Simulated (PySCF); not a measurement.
# Radial density of Kr (krypton, neutral)

UHF, [Ar] 3d10 4s1 4p6 5p1, high-spin 3P determinant (an excited configuration). Calculation: PySCF 2.14, in aug-cc-pVQZ-PP with one added diffuse shell each of s, p, d, f, g type with ECP10MDF (8s7p6d4f3g, 114 functions); a scalar-relativistic core potential. This is the valence pseudo-density: the core potential removes the inner electrons and smooths the orbitals near the nucleus.

```json
{"r (bohr)": "0.000578", "4πr²ρ (e/bohr)": "5.853e-05", "4πr²(ρα − ρβ)": "0.0000"}
{"r (bohr)": "0.000973", "4πr²ρ (e/bohr)": "0.0001643", "4πr²(ρα − ρβ)": "0.0000"}
{"r (bohr)": "0.00164", "4πr²ρ (e/bohr)": "0.0004550", "4πr²(ρα − ρβ)": "0.0000"}
{"r (bohr)": "0.00275", "4πr²ρ (e/bohr)": "0.001223", "4πr²(ρα − ρβ)": "0.0001"}
{"r (bohr)": "0.00463", "4πr²ρ (e/bohr)": "0.003127", "4πr²(ρα − ρβ)": "0.0003"}
{"r (bohr)": "0.00778", "4πr²ρ (e/bohr)": "0.007560", "4πr²(ρα − ρβ)": "0.0008"}
{"r (bohr)": "0.0131", "4πr²ρ (e/bohr)": "0.01645", "4πr²(ρα − ρβ)": "0.0016"}
{"r (bohr)": "0.0220", "4πr²ρ (e/bohr)": "0.03103", "4πr²(ρα − ρβ)": "0.0030"}
{"r (bohr)": "0.0370", "4πr²ρ (e/bohr)": "0.05305", "4πr²(ρα − ρβ)": "0.0044"}
{"r (bohr)": "0.0623", "4πr²ρ (e/bohr)": "0.1577", "4πr²(ρα − ρβ)": "0.0049"}
{"r (bohr)": "0.105", "4πr²ρ (e/bohr)": "1.110", "4πr²(ρα − ρβ)": "0.0053"}
{"r (bohr)": "0.176", "4πr²ρ (e/bohr)": "6.765", "4πr²(ρα − ρβ)": "0.0196"}
{"r (bohr)": "0.297", "4πr²ρ (e/bohr)": "25.10", "4πr²(ρα − ρβ)": "0.1649"}
{"r (bohr)": "0.499", "4πr²ρ (e/bohr)": "34.89", "4πr²(ρα − ρβ)": "0.1250"}
{"r (bohr)": "0.839", "4πr²ρ (e/bohr)": "10.73", "4πr²(ρα − ρβ)": "0.2763"}
{"r (bohr)": "1.41", "4πr²ρ (e/bohr)": "5.255", "4πr²(ρα − ρβ)": "1.0245"}
{"r (bohr)": "2.37", "4πr²ρ (e/bohr)": "2.117", "4πr²(ρα − ρβ)": "0.1062"}
{"r (bohr)": "3.99", "4πr²ρ (e/bohr)": "0.1904", "4πr²(ρα − ρβ)": "0.0423"}
{"r (bohr)": "6.72", "4πr²ρ (e/bohr)": "0.1573", "4πr²(ρα − ρβ)": "0.1566"}
{"r (bohr)": "11.3", "4πr²ρ (e/bohr)": "0.05021", "4πr²(ρα − ρβ)": "0.0502"}
{"r (bohr)": "19.0", "4πr²ρ (e/bohr)": "0.0006373", "4πr²(ρα − ρβ)": "0.0006"}
```

Energies and moments cover only the electrons outside the core potential. The outer electron is Rydberg-like, and this basis confines it to a smaller radius and binds it less than a complete one would.
